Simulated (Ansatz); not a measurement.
[MoO3Br]- (MoBrO₃⁻). The state is a singlet with charge -1. Geometry relaxed at r2SCAN-D4/def2-SVPD.

```xyz
5

Mo   -0.062    0.148   -0.007
O    -1.630    0.072   -0.725
O    -0.188    0.787    1.592
O     0.962    1.161   -0.957
Br    0.918   -2.168    0.097
```

In the def2 sets Mo takes a core potential; there is no spin–orbit coupling. The relaxation made no stability test and no search for a lower SCF solution.

Q: Estimate the harmonic wavenumbers at RKS r2SCAN-D4/def2-SVPD (Ansatz, unscaled). Is this a minimum?

A: 150, 150, 206, 332, 332, 346, 939, 939, 969 cm⁻¹. Yes, no mode is imaginary beyond noise. Zero-point energy 26.1 kJ/mol. Hardware: 4 threads of Arm Neoverse V2 on a shared host. Wall time 59 s.
